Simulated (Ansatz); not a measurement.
CH$_{4}$GeO$_{2}$S, SMILES `[OH][GeH]1[O]C[S]1`, relaxed with RKS PBE-D4/def2-SVP in the Gaussian-basis code of Ansatz from a rough embedded geometry. The force threshold is 0.03 eV/Å; the program also tests the step.

The species carries charge 0 and has multiplicity 1.

Start:

```xyz
9

O    -0.598   -0.399    2.245
Ge   -0.920   -0.332    0.466
O     0.487   -0.922   -0.478
C     0.763    0.276   -1.081
S    -0.355    1.550   -0.439
H     0.356    0.008    2.276
H    -2.320   -0.922    0.033
H     1.830    0.558   -0.788
H     0.757    0.185   -2.233
```

```tsv
step	energy (eV)	largest force (eV/Å)	largest move (Å)
1	-72517.2965	3.416	0.000
2	-72517.6604	1.523	0.193
3	-72517.7265	1.063	0.052
4 (rejected)	-72517.7025	1.016	0.060
5	-72517.7532	0.247	0.028
6	-72517.7571	0.033	0.041
7	-72517.7575	0.014	0.028
```

End:

```xyz
9

O    -0.675   -0.464    2.228
Ge   -0.913   -0.293    0.469
O     0.482   -0.920   -0.537
C     0.863    0.284   -1.175
S    -0.291    1.623   -0.511
H     0.155   -0.033    2.512
H    -2.272   -0.985    0.233
H     1.914    0.564   -0.940
H     0.737    0.224   -2.279
```

Hardware: 4 threads of an Arm Neoverse V2 on a shared host. Wall time 11 s, peak host memory 0.16 GiB.
